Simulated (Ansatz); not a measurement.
A nudged elastic band was laid between two geometries of AlCl2F + H2 (6 atoms, charge 0, multiplicity 1).

Method: Ansatz, RKS BHLYP/def2-SVP.

* movable images: 4
* climbing image: no
* spring: 5.0 eV/Å²
* optimiser: quadratic models (default)
* start path: through a guess of the saddle point
* force threshold: 0.05 eV/Å
* iteration limit: 60
* end points: relaxed

Image 0:

```xyz
6
Properties=species:S:1:pos:R:3
Al 0.009 0.105 0.115
F 0.006 0.600 1.686
Cl 1.809 0.033 -0.913
Cl -1.798 -0.043 -0.894
H 0.058 -2.048 0.624
H 0.052 -1.731 1.312
```

Image 5:

```xyz
6
Properties=species:S:1:pos:R:3
Al 0.022 -0.616 -0.285
F 0.020 -0.077 1.676
Cl 1.798 0.316 -0.910
Cl -1.799 0.240 -0.892
H 0.056 -2.132 0.107
H 0.039 -0.815 2.236
```

(1) What changes between the two ends?

(2) What energy profile does the band end with?

(3) What is the geometry of the highest image?

Results:

(1) Bonds broken: H5–H6. Bonds formed: Al1–H5, F2–H6. AlCl2F + H2 becomes AlCl2FH2.

(2) The forces met the threshold. The highest image is number 3 of 0 to 5, 29.9 kcal/mol above the first end and 5.6 kcal/mol above the last; the last end lies 24.3 kcal/mol above the first. No image climbed, so the highest image needn't sit at the top of the path. The orbitals stay closed-shell, which can raise the energy where a bond breaks towards radicals; this wasn't checked here.

```
image  path coordinate (Å)  energy (kcal/mol)  H5–H6 (Å)  Al1–H5 (Å)  F2–H6 (Å)
    0                 0.00                0.0       0.76        2.21       2.36
    1                 0.44                3.4       0.77        2.06       1.87
    2                 0.88               22.0       0.91        1.79       1.39
    3                 1.32               29.9       1.35        1.63       0.99
    4                 1.76               25.6       1.91        1.58       0.93
    5                 2.21               24.3       2.50        1.57       0.93
```

(3) 
```xyz
6
Properties=species:S:1:pos:R:3
Al 0.019 -0.439 -0.151
F 0.021 -0.048 1.750
Cl 1.822 0.193 -0.986
Cl -1.817 0.127 -0.963
H 0.051 -1.880 0.613
H 0.040 -1.037 1.669
```

The run took 120 s on 1 thread of Arm Neoverse V1 (shared host), peak memory 0.14 GiB.
